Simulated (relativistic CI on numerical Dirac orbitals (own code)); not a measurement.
**Pd3+: 4d valence photoemission**

Computed with this model: Dirac-Coulomb-Breit CI, orbitals from a KLI potential per configuration, QED by a radiative potential, valence Slater integrals scaled by 0.9, multiplet model of photoemission in the sudden approximation; configurations [Kr] 4d7 → [Kr] 4d6; 300 K; Lorentzian 0.42 eV and Gaussian 0.5 eV FWHM. Energies are those of the free ion, without screening or charge transfer. The energies are binding energies and can lie tens of eV above those of solids. S is read from ⟨S²⟩ = S(S + 1).

Field parameters in Wybourne normalisation: Oh B⁴₀ = 21Dq, B⁴₄ = √(5/14) B⁴₀. The field is a parameter set, without covalency.

free ion: ground-state S = 1.48, centroid 48.23 eV. Peaks (eV, height): 46.4 (76), 48.9 (100), 52.9 (9).

Oh, 10Dq = 6000 cm⁻¹: ground-state S = 1.49, centroid 48.29 eV. Peaks (eV, height): 46.6 (100), 49.0 (85), 53.3 (8).

Oh, 10Dq = 16500 cm⁻¹: ground-state S = 1.40, centroid 48.39 eV. Peaks (eV, height): 47.0 (100), 49.9 (54).

Oh, 10Dq = 27050 cm⁻¹: ground-state S = 0.56, centroid 48.50 eV. Peaks (eV, height): 45.9 (41), 48.0 (99), 48.8 (100), 50.5 (31), 52.1 (6).

Oh, 10Dq = 37550 cm⁻¹: ground-state S = 0.52, centroid 48.82 eV. Peaks (eV, height): 45.2 (37), 48.5 (89), 49.3 (100), 51.1 (29).

Strongest unbroadened transitions for free ion:

| Energy (eV) | Relative strength |
| --- | --- |
| 46.37 | 100.0 |
| 46.62 | 33.4 |
| 46.75 | 9.9 |
| 48.83 | 25.7 |
| 48.84 | 74.8 |
| 48.90 | 35.7 |
| 48.96 | 21.1 |
| 49.24 | 17.6 |
| 49.26 | 5.6 |
| 49.58 | 29.1 |
| 49.79 | 1.0 |
| 50.23 | 0.4 |
| 50.33 | 0.8 |
| 50.41 | 7.5 |
| 51.85 | 0.6 |
| 52.87 | 12.4 |
| 53.02 | 1.6 |
| 53.77 | 0.2 |
